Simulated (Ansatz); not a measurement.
Born–Oppenheimer molecular dynamics of ClGeH₂S (5 atoms, charge 1, multiplicity 1). It starts from a relaxed structure.

These are results of RKS B3LYP-D4/def2-SVP (Ansatz), not measurements.

```yaml
ensemble: NVT, Langevin thermostat
time_step: 0.5 fs
steps_asked: 300
set_temperature: 1000 K
friction: 0.001 /fs
seed: 316848
```

First frame:

```xyz
5
Properties=species:S:1:pos:R:3
S -1.453 -0.465 -0.587
Ge 0.484 -0.038 0.212
Cl 1.589 -1.694 0.829
H -1.732 0.849 -0.819
H 1.112 1.348 0.365
```

**Question.** How far do the bonds stretch over the last three quarters of this one trajectory? (Pairs bonded in most of those frames.)

**Answer.** 
| bond | mean (Å) | spread (Å) | shortest | longest |
| --- | --- | --- | --- | --- |
| S1–Ge2 | 2.154 | 0.011 | 2.14 | 2.18 |
| S1–H4 | 1.370 | 0.046 | 1.30 | 1.44 |
| Ge2–Cl3 | 2.098 | 0.043 | 2.03 | 2.16 |
| Ge2–H5 | 1.546 | 0.046 | 1.46 | 1.62 |

Mean temperature of the second half: 572 K. The mean temperature of the second half is 43 % below the set value. A run of 0.15 ps of so small a system gives no equilibrium averages. Limits of this set-up: the dipole of an ion depends on the origin.

Run time: 14 min on 1 CPU thread of a shared host.
